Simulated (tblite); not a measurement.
H2ISi, doublet, at a GFN2-xTB geometry; GFN1-xTB (tblite).

Here is a job for tblite.
```
$ tblite run mol.xyz --method gfn1 --charge 0 --spin 1 --etemp 2000 --json tblite.json --no-restart

# file mol.xyz
4

Si    -1.84359992     0.03632497     0.38543371
I      0.57775042    -0.01202724    -0.09551073
H     -2.37465293     1.28448625    -0.13593458
H     -2.43572063    -1.15559223    -0.19806885
```

The log (banner, timings and long lists left out):

```
xTB calculator
 | screened Coulomb repulsion
 | Coulomb electrostatics
 |  * isotropic Klopman-Ohno-Mataga-Nishimoto electrostatics
 |  * onsite third-order electrostatics
 | DFT-D3(BJ) dispersion correction

halogen bonding energy    0.0000000000000E+00 Eh
repulsion energy          3.2442012858794E-02 Eh
dispersion energy        -1.1228167725749E-03 Eh
number of electrons       1.3000000000000E+01 e
integral cutoff           2.8146159136829E+01 bohr

------------------------------------------------------------
  cycle        total energy    energy error   density error
------------------------------------------------------------
      1     -6.851223071588  -6.8825423E+00   2.6011435E-01
      2     -6.853472694208  -2.2496226E-03   1.5405795E-01
      3     -6.852653420132   8.1927408E-04   2.9231925E-02
      4     -6.853793571490  -1.1401514E-03   8.9538674E-03
      5     -6.853841182631  -4.7611141E-05   1.3394424E-03
      6     -6.853843245543  -2.0629123E-06   5.0771284E-04
      7     -6.853843475544  -2.3000063E-07   2.2841839E-05
      8     -6.853843475966  -4.2239368E-10   8.1442066E-06
------------------------------------------------------------

electronic energy        -6.8851626720521E+00 Eh
total energy             -6.8538434759659E+00 Eh

Post processing:
 | Mayer-Wiberg bond orders

[Info] JSON dump of results written to 'tblite.json'
```
